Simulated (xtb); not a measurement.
I$_{4}$Ta, doublet, at a GFN2-xTB geometry (such geometries of metal compounds can be far from the true shape) (the multiplicity is a formal guess). Base run: GFN0-xTB (xtb).

xtb was given this input:
```
$ xtb mol.xyz --gfn 0 --uhf 1 --json

# file mol.xyz
5

Ta     0.00000000     0.00000000    -0.00000000
I      2.14803797    -0.62112321    -1.53592236
I      0.80329252     0.39491315     2.56079741
I     -1.16152379     2.26305335    -0.94253416
I     -1.78980670    -2.03684329    -0.08234089
```

The base run was repeated with changes; each row names its change, and settings that it needs were set with it.

```csv
change,ΔE vs base (kJ/mol)
base,0.00
etemp = 1000,-8.07
acc = 1000,0.00
etemp = 10000,-280.6
```
